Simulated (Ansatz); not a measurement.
Ti2F2⁺. The state is a doublet with charge 1. Geometry r2SCAN-D4/def2-SVP; atoms count from 1.

```xyz
4

Ti    0.681    0.260   -0.981
Ti   -1.213   -0.006    0.584
F     0.036   -1.383   -0.297
F     0.496    1.129    0.694
```

The relaxed charge 1 doublet is spin-contaminated (final ⟨S²⟩ up to 2.23, 0.75 for a pure state). No other spin state of charge 1 was run. The geometry of the doublet was relaxed on an unsound state (⟨S²⟩ 2.10, where a pure state has 0.75). The structure comes from a short search, and lower isomers may exist.

(1) Estimate the Mulliken populations from the PBE0/def2-TZVP orbitals of Ansatz.

(2) Where does the spin sit?

(3) And the Mayer bond orders between bonded heavy atoms (over 0.3)?

Answers

(1) 
| atom | charge (e) | spin (α − β) | d electrons |
| --- | --- | --- | --- |
| Ti1 | 1.09 | -1.58 | 2.40 |
| Ti2 | 0.92 | 2.58 | 2.59 |
| F3 | -0.50 | 0.00 | – |
| F4 | -0.50 | 0.00 | – |
Mulliken values and Mayer orders depend strongly on the basis.

(2) Summed by element: Ti 1.00, F 0.00, of 1 unpaired in all. Largest on single atoms: Ti2 2.58, Ti1 -1.58, F4 0.00.

(3) Ti1–Ti2 0.70 (2.47 Å); Ti1–F3 0.54 (1.89 Å); Ti1–F4 0.53 (1.90 Å); Ti2–F3 0.32 (2.06 Å); Ti2–F4 0.32 (2.05 Å).
